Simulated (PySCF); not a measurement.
This PySCF input asks for the NMR shieldings of SMILES COc1ccoc1BF, C₅H₆BFO₂; the geometry comes from GFN2-xTB.

```python
import basis_set_exchange as bse
import numpy as np
from pyscf import gto, dft
from pyscf.prop import nmr

atoms = """
C     2.315350   -0.473705   -0.385658
O     0.980995   -0.930967   -0.317924
C     0.046850   -0.014978   -0.010978
C     0.200873    1.364949    0.258384
C    -1.061706    1.823851    0.510108
O    -1.960654    0.856821    0.420213
C    -1.314768   -0.306372    0.096989
B    -2.047614   -1.629758   -0.089998
F    -3.360581   -1.684162    0.060776
H     2.434888    0.291668   -1.158617
H     2.646436   -0.072172    0.576957
H     2.916407   -1.343933   -0.641996
H     1.102837    1.941342    0.268240
H    -1.413566    2.807237    0.758114
H    -1.490162   -2.621830   -0.366524
"""
names = dict.fromkeys(["C", "O", "B", "F", "H"], "pcSseg-1")
basis = {el: gto.basis.parse(bse.get_basis(n, elements=[el], fmt="nwchem")) for el, n in names.items()}
mol = gto.M(atom=atoms, basis=basis, charge=0, verbose=0)
mf = dft.RKS(mol, xc="PBE0")
mf.grids.level = 2
mf.grids.alignment = dft.numint.BLKSIZE   # the property module wants whole blocks of grid points
mf.conv_tol = 1e-9
mf.kernel()

calc = nmr.RKS(mf)   # GIAO
C = mf.mo_coeff
Co = C[:, mf.mo_occ > 0]
resp = mf.gen_response(singlet=True, hermi=2)
def vind(x):   # induced exchange potential for any number of trial vectors
    d = np.einsum("pi,xij,qj->xpq", C, 2 * x.reshape(-1, C.shape[1], Co.shape[1]), Co, optimize=True)
    return np.einsum("xpq,pi,qj->xij", resp(d - d.transpose(0, 2, 1)), C, Co, optimize=True).ravel()
mo1, _ = nmr.rhf.solve_mo1(calc, with_cphf=vind)
sigma = calc.kernel(mo1)
for i, s in enumerate(sigma):   # ppm
    print("%2d %-2s %9.2f" % (i, mol.atom_pure_symbol(i), np.trace(s) / 3))
```

Task: What are the results?

Result: 
```
 0 C     128.21
 1 O     249.68
 2 C       8.22
 3 C      83.07
 4 C      32.46
 5 O      44.43
 6 C      38.37
 7 B      62.89
 8 F     237.03
 9 H      27.86
10 H      27.86
11 H      27.37
12 H      25.45
13 H      24.11
14 H      26.37
```

These numbers come from an equivalent density-fitted implementation of the same equations, which agrees with the script to about 0.01 ppm for H and up to a few tenths of a ppm for heavy atoms, so last digits may differ.

Size and cost of the density-fitted run: 183 basis functions, 36 s wall time on 1 thread of an Arm Neoverse V1, shared host; peak memory 0.82 GiB.
